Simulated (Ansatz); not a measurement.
The cluster Zn₃S₃⁻. Charge -1, multiplicity 2. Geometry B3LYP-D4/def2-SVPD.

```csv
atom,x (Å),y (Å),z (Å)
Zn1,-0.5353,-1.7086,-0.1530
Zn2,0.7059,0.7954,-1.4526
Zn3,-0.1828,0.9867,1.7315
S4,0.7489,2.3231,0.1365
S5,0.2325,-1.2529,-2.1954
S6,-0.9692,-1.1438,1.9331
```

The structure comes from a short search, and lower isomers may exist.

Task: Estimate the α-spin orbital energies around the gap (eV) in Ansatz with PBE-D4/def2-SVPD, r2SCANh-D4/def2-TZVPD, PBE0-D4/def2-SVPD, PBE0-D4/def2-TZVPD, r2SCAN0-D4/def2-TZVPD.

Result: 
```tsv
orbital	PBE-D4/def2-SVPD	r2SCANh-D4/def2-TZVPD	PBE0-D4/def2-SVPD	PBE0-D4/def2-TZVPD	r2SCAN0-D4/def2-TZVPD
HOMO−9	-4.64	-5.31	-5.86	-5.83	-6.00
HOMO−8	-4.43	-5.14	-5.65	-5.61	-5.81
HOMO−7	-4.40	-5.08	-5.57	-5.53	-5.72
HOMO−6	-3.48	-4.01	-4.48	-4.40	-4.56
HOMO−5	-2.84	-3.45	-3.95	-3.89	-4.07
HOMO−4	-2.64	-3.30	-3.79	-3.76	-3.95
HOMO−3	-2.56	-3.14	-3.63	-3.57	-3.74
HOMO−2	-2.02	-2.66	-3.14	-3.11	-3.28
HOMO−1	-1.94	-2.55	-3.02	-3.00	-3.16
HOMO	-0.03	-0.35	-0.40	-0.40	-0.56
LUMO	1.36	1.54	1.86	1.79	1.81
LUMO+1	1.57	1.80	2.14	2.02	2.10
LUMO+2	2.57	2.99	3.22	2.94	3.16
LUMO+3	2.77	3.03	3.40	3.04	3.27
LUMO+4	2.84	3.11	3.48	3.10	3.36
LUMO+5	2.93	3.17	3.54	3.11	3.43
β HOMO	-1.92	-2.55	-3.02	-2.99	-3.16
β LUMO	0.55	1.15	1.32	1.35	1.53
```
